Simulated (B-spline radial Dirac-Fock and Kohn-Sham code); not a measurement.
# The free thallium atom: differential elastic cross section for electrons at 1.33 keV

Level of theory: relativistic (Dirac) partial waves in the static field of the Dirac-Fock atom with Furness-McCarthy exchange, without polarisation or absorption potentials; a B-spline atomic structure program.

Input of the calculation (task.json; shells as n, l, electrons):

```json
{"items": [{
  "Z": 81,
  "q": 0,
  "cfg": [[1, 0, 2], [2, 0, 2], [2, 1, 6], [3, 0, 2], [3, 1, 6], [3, 2, 10], [4, 0, 2], [4, 1, 6], [4, 2, 10], [4, 3, 14], [5, 0, 2], [5, 1, 6], [5, 2, 10], [6, 0, 2], [6, 1, 1]],
  "A": 205,
  "rrms": 5.4759,
  "do": "elastic",
  "energies": [[1330.0, 0]],
  "theta": [0, 10, 20, 30, 40, 50, 60, 70, 80, 90, 100, 110, 120, 130, 140, 150, 160, 170, 180]
}]}
```

Command: `python xray2_run.py task.json out`

```csv
θ (°),dσ/dΩ (a₀²/sr),Sherman function
0,183,0.000
10,16.0,0.000
20,2.08,0.010
30,0.765,0.002
40,0.339,-0.047
50,0.184,-0.057
60,0.146,0.050
70,0.125,0.145
80,0.0704,0.179
90,0.0204,-0.118
100,0.0445,-0.288
110,0.131,-0.081
120,0.170,-0.003
130,0.0959,0.054
140,0.00771,-0.186
150,0.110,-0.146
160,0.483,-0.053
170,0.934,-0.021
180,1.14,0.000
```

The total elastic cross section is 8.92 a₀², the first transport cross section 1.98 a₀² and the second, weighted with (3/2) sin²θ, 1.76 a₀². The mean deflection is ⟨1 − cos θ⟩ = 0.222, and 9.8 % of the collisions scatter beyond 90°.

On this grid of angles the cross section has minima near 90°, 140°, from interference among the few low partial waves with large phase shifts.

Phase shifts modulo π (rad) for κ = −1 to −5: 0.758, -1.325, -0.158, 1.084, -0.446.
